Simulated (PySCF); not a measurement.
C₄H₅FSi, SMILES C#C/C=C\[SiH2]F. Atoms are numbered in the order given.

```xyz
11

C     -1.0204    -2.6712     0.0000
C      0.0134    -2.0398     0.0000
C      1.2074    -1.2347     0.0000
C      1.1512     0.1088     0.0000
Si    -0.4793     1.0238     0.0000
F     -0.1321     2.6192     0.0000
H     -1.9342    -3.2399     0.0000
H      2.1641    -1.7712     0.0000
H      2.0942     0.6688     0.0000
H     -1.2676     0.7286     1.2244
H     -1.2676     0.7286    -1.2244
```
Charge 0, spin multiplicity 1.

Geometry optimised at ωB97X-D3(BJ)/def2-SVP. The structure was generated by enumeration; whether it is a known compound was not checked. Other conformers were not sampled.

All values below come from PBE/def2-TZVP (PySCF).

Symmetry labels are those of the subgroup Cs that the program uses (full group Cs).

Computed valence orbital energies around the gap with their symmetry:
```json
[
 {"orbital": "HOMO−7", "symmetry": "A'", "energy (eV)": "-10.47"},
 {"orbital": "HOMO−6", "symmetry": "A\"", "energy (eV)": "-10.33"},
 {"orbital": "HOMO−5", "symmetry": "A'", "energy (eV)": "-9.86"},
 {"orbital": "HOMO−4", "symmetry": "A\"", "energy (eV)": "-8.88"},
 {"orbital": "HOMO−3", "symmetry": "A'", "energy (eV)": "-8.01"},
 {"orbital": "HOMO−2", "symmetry": "A\"", "energy (eV)": "-7.98"},
 {"orbital": "HOMO−1", "symmetry": "A'", "energy (eV)": "-7.20"},
 {"orbital": "HOMO", "symmetry": "A\"", "energy (eV)": "-6.50"},
 {"orbital": "LUMO", "symmetry": "A\"", "energy (eV)": "-2.54"},
 {"orbital": "LUMO+1", "symmetry": "A'", "energy (eV)": "-0.89"},
 {"orbital": "LUMO+2", "symmetry": "A'", "energy (eV)": "-0.21"},
 {"orbital": "LUMO+3", "symmetry": "A'", "energy (eV)": "0.65"}
]
```
